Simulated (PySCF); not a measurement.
**Pm²¹⁺: ionisation energy**

Pm²¹⁺ [Kr] 4d4 [4d3/2^4, M_J = 0] → Pm²²⁺ [Kr] 4d3 [4d3/2^3, M_J = 3/2], as a difference of total energies. Computed with PySCF 2.14 in an uncontracted even-tempered set (18 s from 1.4 bohr⁻², ratio 2.8; 14 p from 1.8 bohr⁻², ratio 2.8; 9 d from 1.8 bohr⁻², ratio 2.8; 4 f from 7.5 bohr⁻², ratio 3), with the two-component X2C-1e Hamiltonian. Correlated levels: [Ar] 3d10 frozen; the 94 highest virtual spinors dropped. "Screened" scales the spin-orbit matrix elements by Boettger's factors to mimic the two-electron term; Breit and QED terms are absent.

```
                    method  ionisation energy (eV)
 GHF (screened spin-orbit)                  650.07
GMP2 (screened spin-orbit)                  650.84
```

Task: How much does correlation contribute at GMP2 (screened spin-orbit)?

Result: 650.84 − (650.07) = 0.77 eV, measured against GHF (screened spin-orbit).

Breit and QED terms and the two-electron picture change are absent.

The labels give the starting determinants; with spin-orbit coupling the two ends relaxed to ⟨J²⟩ = 0.25, ⟨L²⟩ = 2.81, ⟨S²⟩ = 2.80 and ⟨J²⟩ = 4.31, ⟨L²⟩ = 9.78, ⟨S²⟩ = 2.74.

The determinant of Pm²²⁺ mixes levels of different J (the jj label is only the starting occupation), so the difference between spin-free and spin-orbit rows is not the physical spin-orbit shift.

For comparison: 651 ± 4 eV (theoretical estimate listed by NIST; NIST Atomic Spectra Database, ionization energies).
